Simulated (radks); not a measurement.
Values are calculated unless marked as measured or tabulated.
Task: Radial electron density D(r) = 4 pi r^2 rho(r) of an atom or ion with 41 electrons. Level of theory: scalar-relativistic Kohn-Sham, PBE, spin-unpolarised, spherical densities, point nucleus (a radial shooting solver on a logarithmic mesh with Libxc functionals).

```
   r/bohr * D(r) (the largest magnitude, 91, reaches the edge; | marks zero)
 0.001967 |   *
 0.002541 |     *
 0.003256 |        *
 0.004173 |           *
  0.00539 |                *
 0.006908 |                      *
 0.008923 |                             *
  0.01143 |                                   *
  0.01465 |                                        *
  0.01893 |                                          *
  0.02426 |                                        *
  0.03133 |                                     *
  0.04015 |                                     *
  0.05145 |                                          *
  0.06646 |                                                   *
  0.08517 |                                                      *
     0.11 |                                               *
    0.141 |                                       *
   0.1807 |                                        *
   0.2334 |                                             *
   0.2991 |                                      *
   0.3863 |                     *
    0.495 |             *
   0.6344 |              *
   0.8195 |           *
     1.05 |    *
    1.356 |*
    1.738 *
    2.228 *
```

What is the nuclear charge?

Result: Z = 54. The innermost maximum, from 1s, lies near gamma/Z bohr with gamma = sqrt(1 - (Z/c)^2) = 0.919, here 0.017 bohr (found: 0.0186), and its height grows with Z. The density is that of the xenon ion Xe13+ in [Kr] 4d5; the configuration itself is not fixed sharply by these data, and Z only to a few units. D(r) has 4 maxima, at r = 0.0186, 0.0818, 0.237, 0.639 bohr, and minima at 0.0362, 0.155, 0.511 bohr, inside which lie 1.98, 11.11, 29.14 electrons.
